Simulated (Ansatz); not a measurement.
`O[BH][GaH2]` + HCl → `Cl[BH][GaH2]` + H₂O at 700 K and 1 bar (ligand exchange at a B–O bond).

Calculated with Ansatz (gas phase, PBE0-D4/def2-TZVP geometries, no zero-point term in ΔE). CCSD(T)/CBS is the MP2 limit (def2-TZVPP, def2-QZVPP) plus CCSD(T) − MP2 in def2-TZVPP, frozen cores. This one scheme is used for every species. For Ga outer-core shells are correlated without core-valence functions, which leaves a few kJ/mol of doubt a bond. Scalar relativity is left out up to krypton. Each species was taken in one conformer, which may not be the lowest.

```tsv
species	CCSD(T)/CBS energy (Eh)	H − E (kJ/mol)	S (J/(mol·K))
`O[BH][GaH2]`	-2026.31965	162.0	386.4
HCl	-460.38127	38.4	211.8
`Cl[BH][GaH2]`	-2410.30850	122.6	390.9
H₂O	-76.37941	80.5	218.4
```

H − E and S are ideal-gas, rigid-rotor, harmonic terms from PBE0-D4/def2-TZVP, for one conformer and one mirror image of each species. 1 Eh = 2625.50 kJ/mol, R = 8.31446 J/(mol·K).

Q: By hand: ΔE, ΔH, ΔS and ΔG.

A: ΔE = (-2410.30850) + (-76.37941) − (-2026.31965) − (-460.38127) = 0.01301 Eh = 34.2 kJ/mol. Δ(H − E) = 122.6 + 80.5 − 162.0 − 38.4 = 2.7, so ΔH = 36.9 kJ/mol. ΔS = 390.9 + 218.4 − 386.4 − 211.8 = 11.1 J/(mol·K). ΔG = 36.9 − 700 × (11.1)/1000 = 29.1 kJ/mol.

Q: By hand: the equilibrium constant, and the temperature at which ΔG would vanish if ΔH and ΔS stayed fixed.

A: log₁₀ K = −ΔG/(RT ln 10) = -2.2. ΔG = 0 at ΔH/ΔS = 3324 K, far beyond where these terms or the molecules hold.

The number of gas molecules stays the same, so ΔS is small and ΔH decides. A doubt of 5 kJ/mol in ΔE shifts log₁₀ K by 0.4 here. Other conformers and mirror images would add mixing entropy, several J/(mol·K) or more a flexible species. These are equilibria of isolated gas molecules and say nothing of rates. Largest T1 diagnostic: 0.014 (customary marks: 0.02 for closed shells, 0.045 for open ones).
